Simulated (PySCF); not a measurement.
Structure and specific rotation at 589.3 nm (origin-invariant length gauge)

Theory: PySCF, TDDFT wB97X-D/aug-cc-pVDZ circular dichroism and optical rotation, one conformer, gas phase. Geometry: GFN2-xTB.

Each molecule in one low-energy conformer. The parent is CO[C@@H]1C[C@H]1C(N)=O.

The molecule is flexible and this is one conformer; a measurement averages over conformers.

How does the specific rotation at 589.3 nm (origin-invariant length gauge) change along this series?
- CO[C@@H]1C[C@H]1C(N)=O (base)
- CO[C@@H]1C[C@@H]1C(N)=O (diastereomer)


```csv
molecule,[α]589 (deg dm⁻¹ (g/mL)⁻¹),S1 (eV),"R(S1), velocity form (10⁻⁴⁰ esu² cm²)"
CO[C@@H]1C[C@H]1C(N)=O,+60.2,5.87,-0.5
CO[C@@H]1C[C@@H]1C(N)=O,-108.9,5.67,-11.7
```
The specific rotation at 589.3 nm (origin-invariant length gauge) is lowest for CO[C@@H]1C[C@@H]1C(N)=O and highest for CO[C@@H]1C[C@H]1C(N)=O.
